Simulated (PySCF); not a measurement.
## Correlation energy of Nb (niobium, neutral)

[Kr] 4d5, high-spin 6S determinant (an excited configuration). Computed with PySCF 2.14 in x2c-TZVPPall with one added diffuse shell each of s, p, d, f type (9s7p7d3f1g, 95 functions), with scalar relativity by spin-free X2C-1e. Frozen: [Kr]; 5 electrons correlated.

```csv
level,correlation energy (mhartree)
CCSD,-71.05
(T),-2.62
CCSD(T),-73.67
```

Diagnostics: T1 = 0.012, D1 = 0.0164, largest double amplitude 0.028.

Question: Is a single reference adequate?

Answer: Yes, within this model without spin-orbit coupling: T1 lies below 0.03 and no double amplitude reaches 0.07.
